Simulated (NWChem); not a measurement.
Everything below was run with NWChem. System: CH$_{4}$Si, charge 0, spin multiplicity 3, at the geometry of a parent with another charge or spin, in a state set for the comparison that need not be this species' ground state. Its SCF solution wasn't tested for a lower state. Level: ROCR-CCSD(T)/def2-TZVP, 6 core orbitals frozen.

Job file:

```
start mol
memory heap 100 mb stack 700 mb global 1900 mb
geometry units angstroms nocenter noautoz
  C      0.000000     0.000000    -1.156933
  Si     0.000000     0.000000     0.550682
  H      0.926618     0.000000    -1.737869
  H     -0.926618     0.000000    -1.737869
  H     -1.249623     0.000000     1.353895
  H      1.249623     0.000000     1.353895
  symmetry group C2v
end
basis spherical
  * library def2-tzvp
end
scf
  rohf
  nopen 2
  maxiter 100
  thresh 1e-7
  semidirect memsize 60000000 filesize 0
  # guess.movecs holds the orbitals of an unrestricted PBE0 run
  vectors input guess.movecs output mol.movecs
end
tce
  freeze core 6
  cr-ccsd(t)
  2eorb
  2emet 13
  thresh 1e-6
  maxiter 100
  tilesize 24
end
task tce energy
```

Part of the output:

```
             Northwest Computational Chemistry Package (NWChem) 7.3.0
             --------------------------------------------------------

                                NWChem Input Module
                                -------------------

 Scaling coordinates for geometry "geometry" by  1.889725989
 (inverse scale =  0.529177249)

 Turning off AUTOSYM since
 SYMMETRY directive was detected!

                             Geometry "geometry" -> ""
                             -------------------------

 Output coordinates in angstroms (scale by  1.889725989 to convert to a.u.)

  No.       Tag          Charge          X              Y              Z
 ---- ---------------- ---------- -------------- -------------- --------------
    1 C                    6.0000     0.00000000     0.00000000    -1.15693300
    2 Si                  14.0000     0.00000000     0.00000000     0.55068200
    3 H                    1.0000     0.92661800     0.00000000    -1.73786900
    4 H                    1.0000    -0.92661800     0.00000000    -1.73786900
    5 H                    1.0000    -1.24962300     0.00000000     1.35389500
    6 H                    1.0000     1.24962300     0.00000000     1.35389500

 Effective nuclear repulsion energy (a.u.)      51.1946243680

            Nuclear Dipole moment (a.u.)
            ----------------------------
        X                 Y               Z
 ---------------- ---------------- ----------------
     0.0000000000     0.0000000000     0.0000037795

      Symmetry information
      --------------------

 Group name             C2v
 Group number             16
 Group order               4
 No. of unique centers     4

      Symmetry unique atoms

     1    2    3    5


 Summary of "ao basis" -> "" (spherical)
 ------------------------------------------------------------------------------
       Tag                 Description            Shells   Functions and Types
 ---------------- ------------------------------  ------  ---------------------
 *                         def2-tzvp                  on all atoms

 Summary of "ao basis" -> "ao basis" (spherical)
[...]
            Beta electrons :    11
           No. of orbitals :   184
            Alpha orbitals :    92
             Beta orbitals :    92
        Alpha frozen cores :     6
         Beta frozen cores :     6
     Alpha frozen virtuals :     0
      Beta frozen virtuals :     0
         Spin multiplicity : triplet
    Number of AO functions :    92
       Number of AO shells :    40
        Use of symmetry is : on
      Symmetry adaption is : on
         Schwarz screening : 0.10D-09

          Correlation Information
          -----------------------
          Calculation type : Coupled-cluster singles & doubles w/ perturbation
   Perturbative correction : Completely renormalized (T)
            Max iterations :      100
        Residual threshold : 0.10D-05
     T(0) DIIS level shift : 0.00D+00
     L(0) DIIS level shift : 0.00D+00
     T(1) DIIS level shift : 0.00D+00
     L(1) DIIS level shift : 0.00D+00
     T(R) DIIS level shift : 0.00D+00
     T(I) DIIS level shift : 0.00D+00
   CC-T/L Amplitude update :  5-th order DIIS
                I/O scheme : Global Array Library
        L-threshold :  0.10D-05
        EOM-threshold :  0.10D-05
 no EOMCCSD initial starts read in
 TCE RESTART OPTIONS
 SLICE:      F
 D4D5:       F
 quantumc:   F
 qrotation:  F
 pwtce:      F
 qducc:      F
 nacto:                         0
 nrotv:                         0
 nrot:                          0

            Memory Information
            ------------------
          Available GA space size is     249019872 doubles
          Available MA space size is     104849748 doubles

 Maximum block size supplied by input
 Maximum block size        24 doubles

 tile_dim =     23

 -------------------------------------------------

 Global array virtual files algorithm will be used

 Parallel file system coherency ......... OK

 4-electron integrals stored in orbital form

 v2    file size   =          3386502
 4-index algorithm nr.  13 is used
 imaxsize =       30
 imaxsize ichop =        0


CCSD iterations
 ---------------------------------------------------------
 Iter          Residuum       Correlation     Cpu    Wall
 ---------------------------------------------------------
    1   0.1343354483239  -0.2586824227580     0.3     0.3
    2   0.0372133993785  -0.2808404749426     0.3     0.3
    3   0.0132979260257  -0.2866729935177     0.3     0.3
    4   0.0052490613504  -0.2882110967729     0.3     0.3
    5   0.0022543762599  -0.2887696572257     0.3     0.3
    6   0.0006411437488  -0.2890641122543     0.3     0.3
    7   0.0002998565513  -0.2891150916898     0.3     0.3
    8   0.0001646805071  -0.2891131262875     0.3     0.3
    9   0.0000960731745  -0.2891152832118     0.3     0.3
   10   0.0000564678437  -0.2891160462055     0.3     0.3
   11   0.0000124390371  -0.2891164063075     0.3     0.3
   12   0.0000059789247  -0.2891174530316     0.3     0.3
   13   0.0000033675304  -0.2891175571963     0.3     0.3
   14   0.0000019802804  -0.2891175895017     0.3     0.3
   15   0.0000012251797  -0.2891176010657     0.3     0.3
   16   0.0000002944010  -0.2891175879905     0.3     0.3
 -----------------------------------------------------------------
 Iterations converged
 CCSD correlation energy / hartree =        -0.289117587990467
 CCSD total energy / hartree       =      -329.301442500462940

 Singles contributions

 Doubles contributions
 CR-CCSD(T)

 CR-CCSD[T]  correction energy / hartree =        -0.007861856506131
 CR-CCSD[T] correlation energy / hartree =        -0.296979444496598
 CR-CCSD[T] total energy / hartree       =      -329.309304356969051
 CR-CCSD(T)  correction energy / hartree =        -0.007780342105002
 CR-CCSD(T) correlation energy / hartree =        -0.296897930095469
 CR-CCSD(T) total energy / hartree       =      -329.309222842567920

 Task  times  cpu:       25.2s     wall:       25.2s

 Total times  cpu:       25.3s     wall:       25.3s
```
